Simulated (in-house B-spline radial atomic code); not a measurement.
## Xe³⁺: [Kr] 4d10 5s2 5p3

Level of theory: non-relativistic Hartree-Fock with fractional occupations, spin-polarised, spherical fractional occupations, point nucleus; calculated with a B-spline radial code for spherical atoms.

Screening seen three ways: the hydrogenic charge with the same mean radius, Z_r = [3n² - l(l+1)]/(2<r>), the one with the same energy, Z_e = n√(-2ε), and Slater's rules. Values are occupation-weighted means over spin.

| shell | electrons | ε (eV) | <r> (bohr) | Z_r | Z_e | Slater |
| --- | --- | --- | --- | --- | --- | --- |
| 1s | 2 | -33351 | 0.02814 | 53.30 | 49.51 | 53.70 |
| 2s | 2 | -5185.8 | 0.1209 | 49.64 | 39.05 | 49.85 |
| 2p | 6 | -4871.3 | 0.1031 | 48.51 | 37.84 | 49.85 |
| 3s | 2 | -1126.7 | 0.3187 | 42.36 | 27.30 | 42.75 |
| 3p | 6 | -991.82 | 0.3094 | 40.40 | 25.61 | 42.75 |
| 3d | 10 | -744.18 | 0.2803 | 37.46 | 22.19 | 32.85 |
| 4s | 2 | -246.89 | 0.7447 | 32.23 | 17.04 | 26.25 |
| 4p | 6 | -196.48 | 0.7767 | 29.61 | 15.20 | 26.25 |
| 4d | 10 | -108.55 | 0.8662 | 24.24 | 11.30 | 14.85 |
| 5s | 2 | -53.642 | 1.84 | 20.38 | 9.93 | 9.30 |
| 5p | 3 | -43.084 | 2.038 | 17.91 | 8.90 | 9.30 |

The least bound orbital is 5p up at -43.08 eV, and it is also the most diffuse (<r> = 2.038 bohr).
